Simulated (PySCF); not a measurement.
C3H4BFO2, SMILES FB1C=COCO1.

Geometry optimised at PBE0-D3(BJ)/def2-SVP. The structure was generated by enumeration, and PubChem lists no compound with its InChIKey, so it may never have been made. Other conformers were not sampled.

Vertical ionisation energy (IE) and electron affinity (EA) in eV. Rows of orbital energies are one-electron estimates. Where ΔSCF, EOM or ADC give a negative EA the extra electron is unbound and the value depends on the basis.

```
level                                              IE          EA
-----------------------------------------  ----------  ----------
−ε(HOMO), −ε(LUMO), HF/def2-TZVP (PySCF)        10.09       -2.90
−ε(HOMO), −ε(LUMO), PBE/def2-TZVP (PySCF)  (withheld)  (withheld)
```

Task: Fill in the missing entries. (An estimate is asked for; the answer gives what the named calculation found.)

Result: 
- −ε(HOMO), −ε(LUMO), PBE/def2-TZVP (PySCF), IE: 6.21
- −ε(HOMO), −ε(LUMO), PBE/def2-TZVP (PySCF), EA: 1.84
